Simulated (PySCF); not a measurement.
GaCl4, SMILES [Cl][Ga-]([Cl])([Cl])[Cl], charge -1. Atoms are numbered in the order given.

```xyz
5

Ga     0.0000     0.0000     0.0000
Cl     1.2904     1.2904    -1.2904
Cl    -1.2904     1.2904     1.2904
Cl    -1.2904    -1.2904    -1.2904
Cl     1.2904    -1.2904     1.2904
```
Charge -1, spin multiplicity 1.

The structure is a stationary point at PBE-D3(BJ)/def2-SVPD. The isomer is the one that the SMILES or the coordinates give; other isomers of the formula were not compared.

The numbers are results of PBE-D3(BJ)/def2-SVPD run with PySCF, not measurements.

Frequencies are harmonic and unscaled.

Modes within 1.5 cm⁻¹ of each other (mostly degenerate sets) share a row, with their intensities summed.

Task: List the normal modes with their intensities. (The exact figures need the calculation; the answer reports its results.)

Result: 
| mode | ν (cm⁻¹) | IR (km/mol) | moving atoms (share of kinetic energy) |
|---|---|---|---|
| 1–2 | 94 | 0.0 | Cl 100 % |
| 3–5 | 134 | 25.9 | Cl 74 %, Ga 26 % |
| 6 | 310 | 0.0 | Cl 100 % |
| 7–9 | 355 | 278.6 | Cl 59 %, Ga 41 % |
